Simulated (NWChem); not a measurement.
System: CH$_{4}$BIO; SMILES CB(O)I

Here is an NWChem input.

```
start job
memory heap 200 mb stack 900 mb global 1100 mb
geometry units angstroms
  B      0.074356    -1.369191     0.000000
  I      0.058009     0.826426     0.000000
  C     -1.276118    -2.158762     0.000000
  H     -1.887650    -1.888344     0.885726
  H     -1.107401    -3.253828     0.000000
  H     -1.887650    -1.888344    -0.885726
  O      1.272028    -1.997655     0.000000
  H      2.030853    -1.384003     0.000000
end
basis spherical
  * library sto-3g
end
dft
  xc hfexch
  iterations 150
end
driver
  maxiter 120
end
task dft optimize
task dft freq
```

Parts of the log:

```
             Northwest Computational Chemistry Package (NWChem) 7.3.0
             --------------------------------------------------------

 CS  symmetry detected

                             Geometry "geometry" -> ""
                             -------------------------

 Output coordinates in angstroms (scale by  1.889725989 to convert to a.u.)

  No.       Tag          Charge          X              Y              Z
 ---- ---------------- ---------- -------------- -------------- --------------
    1 B                    5.0000     0.06223563    -1.36299896     0.00000000
    2 I                   53.0000    -0.00056268     0.83178066     0.00000000
    3 C                    6.0000    -1.27123027    -2.18096661     0.00000000
    4 H                    1.0000    -1.88834689    -1.92354797     0.88572600
    5 H                    1.0000    -1.07938158    -3.27221775     0.00000000
    6 H                    1.0000    -1.88834689    -1.92354797    -0.88572600
    7 O                    8.0000     1.27293660    -1.96598187     0.00000000
    8 H                    1.0000     2.01860805    -1.33641199     0.00000000

 Effective nuclear repulsion energy (a.u.)     280.6136769052

      Symmetry information
      --------------------

 Group name             Cs
 Group number              2
 Group order               2
 No. of unique centers     7

                                Z-matrix (autoz)
                                --------

 Units are Angstrom for bonds and degrees for angles

[...]

      ----------------------
      Optimization converged
      ----------------------

  Step       Energy      Delta E   Gmax     Grms     Xrms     Xmax
  ---- ---------------- -------- -------- -------- -------- --------
@    5   -6988.74124402 -3.1D-07  0.00004  0.00001  0.00047  0.00122
                                     ok       ok       ok       ok

                                Z-matrix (autoz)
                                --------

 Units are Angstrom for bonds and degrees for angles

[...]

 Rotational Constants
 --------------------
 A=   0.293150 cm-1  (  0.421768 K)
 B=   0.069314 cm-1  (  0.099725 K)
 C=   0.056637 cm-1  (  0.081487 K)

 Temperature                      =   298.15K
 frequency scaling parameter      =   1.0000

 Zero-Point correction to Energy  =   42.130 kcal/mol  (  0.067138 au)
 Thermal correction to Energy     =   45.271 kcal/mol  (  0.072144 au)
 Thermal correction to Enthalpy   =   45.863 kcal/mol  (  0.073088 au)

 Total Entropy                    =   75.916 cal/mol-K
   - Translational                =   41.280 cal/mol-K (mol. weight = 169.9359)
   - Rotational                   =   26.729 cal/mol-K (symmetry #  =        1)
   - Vibrational                  =    7.906 cal/mol-K

 Cv (constant volume heat capacity) =   15.522 cal/mol-K
   - Translational                  =    2.979 cal/mol-K
   - Rotational                     =    2.979 cal/mol-K
   - Vibrational                    =    9.563 cal/mol-K

[normal modes left out]

 ----------------------------------------------------------------------------
 Normal Eigenvalue ||           Projected Infra Red Intensities
  Mode   [cm**-1]  || [atomic units] [(debye/angs)**2] [(KM/mol)] [arbitrary]
 ------ ---------- || -------------- ----------------- ---------- -----------
    1       -0.000 ||    0.000112           0.003         0.109       0.028
    2       -0.000 ||    0.000002           0.000         0.002       0.001
    3       -0.000 ||    0.000378           0.009         0.369       0.094
    4        0.000 ||    0.000073           0.002         0.071       0.018
    5        0.000 ||    0.000965           0.022         0.941       0.241
    6        0.000 ||    0.000001           0.000         0.001       0.000
    7      105.244 ||    0.000631           0.015         0.615       0.158
    8      268.982 ||    0.002830           0.065         2.759       0.707
    9      344.611 ||    0.009298           0.215         9.064       2.324
   10      469.756 ||    0.010824           0.250        10.551       2.705
   11      564.454 ||    0.032469           0.749        31.653       8.114
   12      724.008 ||    0.136958           3.160       133.514      34.226
   13     1038.527 ||    0.022752           0.525        22.180       5.686
   14     1108.519 ||    0.025065           0.578        24.435       6.264
   15     1146.279 ||    0.065007           1.500        63.372      16.246
   16     1377.482 ||    0.456352          10.528       444.875     114.044
   17     1627.595 ||    0.125552           2.897       122.394      31.376
   18     1707.004 ||    0.054092           1.248        52.732      13.518
   19     1824.113 ||    0.001449           0.033         1.413       0.362
   20     1824.381 ||    0.001270           0.029         1.238       0.317
   21     3560.624 ||    0.001884           0.043         1.837       0.471
   22     3730.173 ||    0.000140           0.003         0.137       0.035
   23     3746.912 ||    0.000249           0.006         0.242       0.062
   24     4315.480 ||    0.012014           0.277        11.712       3.002
 ----------------------------------------------------------------------------
```

Level: Hartree-Fock/STO-3G, non-relativistic.
